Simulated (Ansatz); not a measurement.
`B[SiH2]O` + `BO` → `BO[SiH2]B` + H₂O at 500 K and 1 bar (ligand exchange at the Si–O bond).

Program: Ansatz. Geometries: PBE0-D4/def2-TZVP. ΔE: electronic, gas phase. CCSD(T)/CBS is the MP2 limit (def2-TZVPP, def2-QZVPP) plus CCSD(T) − MP2 in def2-TZVPP, frozen cores. This one scheme is used for every species. One conformer a species, not always the lowest.

```json
{"species": "`B[SiH2]O`", "CCSD(T)/CBS energy (Eh)": "-392.05150", "H − E (kJ/mol)": "169.7", "S (J/(mol·K))": "351.6"}
{"species": "`BO`", "CCSD(T)/CBS energy (Eh)": "-101.80414", "H − E (kJ/mol)": "113.6", "S (J/(mol·K))": "256.0"}
{"species": "`BO[SiH2]B`", "CCSD(T)/CBS energy (Eh)": "-417.47687", "H − E (kJ/mol)": "209.6", "S (J/(mol·K))": "396.9"}
{"species": "H₂O", "CCSD(T)/CBS energy (Eh)": "-76.37941", "H − E (kJ/mol)": "73.2", "S (J/(mol·K))": "206.3"}
```

H − E and S are ideal-gas, rigid-rotor, harmonic terms from PBE0-D4/def2-TZVP, for one conformer and one mirror image of each species. 1 Eh = 2625.50 kJ/mol, R = 8.31446 J/(mol·K).

Question: By hand: ΔE, ΔH, ΔS and ΔG.

Answer: ΔE = (-417.47687) + (-76.37941) − (-392.05150) − (-101.80414) = -0.00064 Eh = -1.7 kJ/mol. Δ(H − E) = 209.6 + 73.2 − 169.7 − 113.6 = -0.5, so ΔH = -2.2 kJ/mol. ΔS = 396.9 + 206.3 − 351.6 − 256.0 = -4.4 J/(mol·K). ΔG = -2.2 − 500 × (-4.4)/1000 = 0.0 kJ/mol.

Question: By hand: the equilibrium constant, and the temperature at which ΔG would vanish if ΔH and ΔS stayed fixed.

Answer: log₁₀ K = −ΔG/(RT ln 10) = 0.0. ΔG = 0 at ΔH/ΔS = 500 K, though so small a ΔH makes that figure unsure.

TΔS isn't small against ΔH here. The sign of ΔG lies within the doubt. A doubt of 5 kJ/mol in ΔE shifts log₁₀ K by 0.5 here. Other conformers and mirror images would add mixing entropy, several J/(mol·K) or more a flexible species. Modes under 60 cm⁻¹, often nearly free rotors, make the harmonic entropy too high. These are equilibria of isolated gas molecules and say nothing of rates. Largest T1 diagnostic: 0.014 (customary marks: 0.02 for closed shells, 0.045 for open ones).
